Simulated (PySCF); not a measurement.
Compound: C3HMgN.
SMILES with atom numbers: `[N:1]#[C:2][C:3]#[C:4][MgH:5]` (hydrogens: H6 on Mg5)

Geometry (PBE0-D3(BJ)/def2-SVP, Å), atoms numbered from 1 in this order:
```xyz
6
C3HMgN angstrom
N     -3.3877    0.6566    0.4013
C     -2.2498    0.4319    0.3094
C     -0.9046    0.1676    0.2013
C      0.2988   -0.0681    0.1030
Mg     2.3089   -0.4524   -0.0703
H      3.9585   -0.7654   -0.2163
```

Level: PBE0/pcSseg-1 and CAM-B3LYP/def2-SVPD in PySCF, non-relativistic, on one gas-phase PBE0-D3(BJ)/def2-SVP geometry that isn't relaxed in the solvent. The solvent is an IEF-PCM continuum (cavity from Bondi-type radii × 1.2). The model holds no explicit solvent molecules, cavitation or dispersion.

Gas phase at PBE0/pcSseg-1: HOMO -8.24 eV, LUMO -1.54 eV, dipole 4.82 D.

Question: What does the continuum do to the energy, the frontier levels and the dipole at PBE0/pcSseg-1 in tetrahydrofuran?

Answer: 
```json
{"solvent": "tetrahydrofuran", "ε": "7.426", "E(solvent) − E(gas) (kcal/mol)": "-14.52", "polarisation term (kcal/mol)": "-17.60", "distortion of the solute (kcal/mol)": "3.08", "HOMO (eV)": "-8.01", "LUMO (eV)": "-1.36", "dipole (D)": "5.98"}
```

The first energy column is the sum of the next two and covers electrostatics alone.

Question: Which radius a makes the point-dipole formula ΔE = −[(ε − 1)/(2ε + 1)]·μ²/a³ give the value in tetrahydrofuran, with the gas-phase dipole?

Answer: μ = 1.896 au and |ΔE| = 0.02315 Eh give a = 2.11 Å; the farthest nucleus lies 4.04 Å from the centroid of the nuclei, so such a sphere wouldn't even hold the nuclei. The formula assumes a rigid point dipole at the centre of a sphere.

Question: Give the dipole vector in the frame of the coordinates (D, pointing from negative to positive charge), gas and tetrahydrofuran.

Answer: Gas (4.71, -0.92, -0.38), solvent (5.85, -1.15, -0.47). Its length changes by +24 % and its direction by less than 1°.

Question: Which IAO charges (PBE0/pcSseg-1) respond most in tetrahydrofuran (means over atoms taken as equivalent)?

Answer: 
| atoms | environment | gas (e) | solvent (e) | change |
| --- | --- | --- | --- | --- |
| Mg5 | magnesium bonded to C and H | +1.316 | +1.395 | +0.079 |
| C4 | alkyne carbon | -0.615 | -0.545 | +0.070 |
| N1 | nitrile nitrogen | -0.217 | -0.284 | -0.067 |
| H6 | hydrogen on magnesium | -0.530 | -0.589 | -0.059 |
| C3 | alkyne carbon | -0.089 | -0.133 | -0.044 |
| C2 | nitrile carbon | +0.136 | +0.156 | +0.020 |

Question: Which Mayer bond orders change most in tetrahydrofuran?

Answer: 
| bond | length (Å) | gas | solvent | change |
| --- | --- | --- | --- | --- |
| C4–Mg5 | 2.054 | 0.290 | 0.180 | -0.110 |
| Mg5–H6 | 1.685 | 0.888 | 0.797 | -0.091 |
| N1–C2 | 1.164 | 2.877 | 2.894 | +0.017 |
| C3–C4 | 1.230 | 2.948 | 2.933 | -0.015 |
| C2–C3 | 1.375 | 1.093 | 1.106 | +0.013 |

Gas phase at CAM-B3LYP/def2-SVPD: HOMO -9.55 eV, LUMO -0.91 eV, dipole 4.74 D.

Question: What does the continuum do to the energy, the frontier levels and the dipole at CAM-B3LYP/def2-SVPD in tetrahydrofuran?

Answer: 
| solvent | ε | E(solvent) − E(gas) (kcal/mol) | polarisation term (kcal/mol) | distortion of the solute (kcal/mol) | HOMO (eV) | LUMO (eV) | dipole (D) |
| --- | --- | --- | --- | --- | --- | --- | --- |
| tetrahydrofuran | 7.426 | -14.56 | -17.75 | 3.19 | -9.41 | -0.44 | 5.96 |

The atom shares or the degeneracy of the HOMO differ from the gas phase in tetrahydrofuran, so that column needn't follow one orbital.

Question: How does the static polarisability (CAM-B3LYP/def2-SVPD, frozen core, with the continuum's full static response) change?

Answer: 
| medium | isotropic (au) | principal values (au) | ⟨r²⟩ of the electrons (bohr²) |
| --- | --- | --- | --- |
| gas | 67.2 | 44.9, 44.9, 111.8 | 807.3 |
| tetrahydrofuran | 81.7 | 55.1, 55.2, 134.9 | 812.3 |

The isotropic value in tetrahydrofuran is 1.22 times the gas-phase one; no cavity-field correction is applied. ⟨r²⟩ is taken about the centre of nuclear charge.
